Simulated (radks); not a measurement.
Valence configurations of neutral chromium (all share [Ar]). Method: Dirac Kohn-Sham, PBE, spin-unpolarised, spherical densities, finite nucleus; open shells fill j = l - 1/2 first; Fermi nuclear charge, rms radius 3.6452 fm; computed with a radial shooting solver on a logarithmic mesh with Libxc functionals. Energies are relative to 3d5 4s1; eigenvalues in eV.

valence,E (eV),e(3d3/2),e(3d5/2),e(4p1/2),e(4s1/2)
3d5 4s1,0.000,-2.933,-2.856,-,-4.002
3d5 4p1,3.098,-4.271,-4.192,-1.733,-
3d4 4s2,-0.160,-6.014,-,-,-4.908
3d6,1.778,-1.360,-1.293,-,-
3d4 4s1 4p1,3.416,-7.436,-,-2.124,-5.798
3d4.5 4s1.5,-0.350,-4.288,-4.205,-,-4.413
3d5.5 4s0.5,0.751,-1.964,-1.892,-,-3.708
3d4.5 4s0.5 4p1,2.972,-5.687,-5.603,-1.909,-5.330
3d4.5 4s1 4p0.5,1.284,-5.018,-4.935,-1.577,-4.901

NIST lists [Ar] 3d5 4s1 as the ground configuration; this level of theory puts 3d4.5 4s1.5 lower, by 0.350 eV. The energies are those of spherical spin-averaged densities, not of single terms.
